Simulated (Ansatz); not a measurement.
Species: sum formula HSiO₂Cl₂ (charge 0, doublet). It need not be the lowest isomer of its formula. SMILES: [O][Si](O)(Cl)Cl
Coordinates optimised at B3LYP-D3(BJ)/def2-TZVP (Ansatz, a quantum-chemistry and plane-wave program):
```
Si
O 1 1.6204
H 2 0.9626 1 118.08
O 1 1.6462 2 114.28 3 48.92
Cl 1 2.0253 2 105.77 3 174.56
Cl 1 2.0462 2 113.73 3 -62.58
```
Charge 0, spin multiplicity 2.

Parts of the frozen-core correlation energy in cc-pVTZ (Ansatz, hartree). Frozen orbitals: 17; correlated occupied orbitals by spin: 16 and 15; virtual: 143 and 144. Open shells are spin-unrestricted. Spin-orbit coupling is left out. Non-relativistic.

```tsv
term	value
reference (HF)	-1358.51565
MP2 opposite-spin	-0.67386
MP2 same-spin	-0.23261
CCSD correlation	-0.95056
(T)	-0.03689
T1 diagnostic	0.014
largest doubles amplitude	0.019
<S^2> of the reference	0.757
```
